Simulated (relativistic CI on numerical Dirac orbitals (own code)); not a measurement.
Line list: Electric-dipole lines, Sm55+

Computed by Dirac-Coulomb-Breit CI, separate exchange-only KLI orbitals for each configuration, model QED, unscaled Slater integrals (own radial code, finite nucleus).

CI space (outside the closed core 1s2): 2s2 2p3, 2s 2p4, 2p5, 2p4 3s, 2p4 3p, 2p4 3d, 2s2 2p2 3s, 2s2 2p2 3p, 2s2 2p2 3d, 2s 2p3 3s, 2s 2p3 3p, 2s 2p3 3d, 2s2 2p2 4s, 2s2 2p2 4p, 2s2 2p2 4d, 2s2 2p2 4f. Levels of other configurations are missing.

| λ vac (nm) | Lower | Upper | A (s⁻¹) | log gf | S velocity/length |
| --- | --- | --- | --- | --- | --- |
| 0.17344 | 2s2 2p3 4S°_3/2 [2] | 2s2 2p2 3d 4D_5/2 [110] | 3.09e+14 | -0.08 | 1.00 |
| 0.17355 | 2s2 2p3 4S°_3/2 [2] | 2s2 2p2 3d 2D_3/2 [108] | 6.04e+14 | 0.04 | 0.99 |
| 0.17385 | 2s2 2p3 2D°_5/2 [3] | 2s2 2p2 3d 2F_7/2 [111] | 5.96e+14 | 0.33 | 1.00 |
| 0.17398 | 2s2 2p3 2D°_5/2 [3] | 2s2 2p2 3d 4D_5/2 [110] | 4.07e+14 | 0.04 | 0.98 |
| 0.17406 | 2s2 2p3 2P°_3/2 [1] | 2s2 2p2 3d 2D_5/2 [48] | 6.83e+14 | 0.27 | 0.99 |
| 0.17407 | 2s2 2p3 2P°_3/2 [1] | 2s 2p3 3p 2P_1/2 [47] | 8.48e+14 | -0.11 | 0.98 |
| 0.17409 | 2s2 2p3 2P°_3/2 [1] | 2s2 2p2 3d 2D_3/2 [46] | 7.51e+14 | 0.14 | 0.99 |
| 0.17451 | 2s 2p4 4P_5/2 [5] | 2s 2p3 3d 4P°_3/2 [153] | 1.02e+15 | 0.27 | 0.98 |
| 0.17460 | 2s 2p4 4P_5/2 [5] | 2s 2p3 3d 4P°_5/2 [152] | 8.18e+14 | 0.35 | 0.98 |
| 0.17460 | 2s 2p4 4P_5/2 [5] | 2s 2p3 3d 4F°_7/2 [151] | 6.26e+14 | 0.36 | 0.99 |
| 0.17546 | 2s2 2p3 2D°_5/2 [3] | 2s 2p3 3p 2F_7/2 [101] | 2.85e+14 | 0.02 | 0.99 |
| 0.17563 | 2s2 2p3 2P°_3/2 [1] | 2s 2p3 3p 2D_5/2 [39] | 3.40e+14 | -0.03 | 0.99 |
| 0.18868 | 2s2 2p3 2P°_3/2 [8] | 2s2 2p2 3d 2D_5/2 [127] | 6.76e+14 | 0.34 | 0.99 |
| 0.18898 | 2s2 2p3 4S°_3/2 [2] | 2s2 2p2 3d 2D_5/2 [55] | 6.36e+14 | 0.31 | 0.99 |
| 0.18919 | 2s 2p4 2D_5/2 [10] | 2s 2p3 3d 2F°_7/2 [185] | 7.96e+14 | 0.53 | 1.00 |
| 0.18937 | 2s2 2p3 2P°_3/2 [8] | 2s2 2p2 3d 2D_3/2 [123] | 9.66e+14 | 0.32 | 0.98 |
| 0.18941 | 2s2 2p3 2D°_5/2 [3] | 2s2 2p2 3d 2F_7/2 [56] | 1.11e+15 | 0.68 | 1.00 |
| 0.18941 | 2s2 2p3 4S°_3/2 [2] | 2s2 2p2 3d 2F_5/2 [53] | 5.15e+14 | 0.22 | 1.00 |
| 0.18948 | 2s2 2p3 4S°_3/2 [2] | 2s2 2p2 3d 2P_3/2 [52] | 4.71e+14 | 0.01 | 0.98 |
| 0.18951 | 2s2 2p3 2P°_3/2 [8] | 2s2 2p2 3d 2D_5/2 [122] | 7.74e+14 | 0.40 | 0.99 |
| 0.18962 | 2s2 2p3 2D°_5/2 [3] | 2s2 2p2 3d 2D_5/2 [55] | 3.79e+14 | 0.09 | 0.98 |
| 0.18988 | 2s2 2p3 2P°_3/2 [1] | 2s2 2p2 3d 2D_5/2 [20] | 6.75e+14 | 0.34 | 0.99 |
| 0.19006 | 2s 2p4 2P_1/2 [11] | 2s 2p3 3d 2D°_3/2 [190] | 9.07e+14 | 0.29 | 0.99 |
| 0.19018 | 2s 2p4 4P_5/2 [5] | 2s 2p3 3d 4D°_7/2 [73] | 9.64e+14 | 0.62 | 1.00 |
| 0.19028 | 2s 2p4 2D_3/2 [12] | 2s 2p3 3d 2D°_5/2 [191] | 1.21e+15 | 0.60 | 1.00 |
| 0.19042 | 2s 2p4 4P_5/2 [5] | 2s 2p3 3d 4D°_5/2 [72] | 4.63e+14 | 0.18 | 0.99 |
| 0.19044 | 2s2 2p3 2P°_1/2 [4] | 2s2 2p2 3d 2D_3/2 [57] | 6.55e+14 | 0.15 | 0.99 |
| 0.19049 | 2s 2p4 2D_5/2 [10] | 2s 2p3 3d 2D°_5/2 [173] | 5.42e+14 | 0.25 | 0.99 |
| 0.19068 | 2s 2p4 2P_3/2 [7] | 2s 2p3 3d 2D°_5/2 [82] | 9.84e+14 | 0.51 | 1.00 |
| 0.19092 | 2s 2p4 4P_3/2 [9] | 2s 2p3 3d 4D°_5/2 [158] | 6.63e+14 | 0.34 | 0.99 |

Terms are leading LS components. Brackets give the number of a level in order of energy, since labels repeat. The list gives strong lines, with weight on those to low levels, among the lowest 200 of 359 levels, so that lines to higher ones, which can be the strongest, are missing. Levels whose partners in the same complex of configurations lie outside the list can be far off, and so can their lines. Rates are taken at the computed energies, electric ones in the length gauge. A velocity-to-length ratio far from 1 marks an uncertain rate.

At this charge energies of transitions that change n are usually good to better than 1 %, and those within a shell (Δn = 0) to a few per cent.

(1) From the table, what is the radiative lifetime of 2s2 2p2 3d 4D_5/2?

## Answers

(1) The listed rates from this level add up to about 7.16e+14 s⁻¹, 99 % of its decay; with all channels τ = 1.38e-15 s.

LS names give the leading component of a level, which can be under half, so a name can repeat, a term be missing and a line seem to break the LS rules.
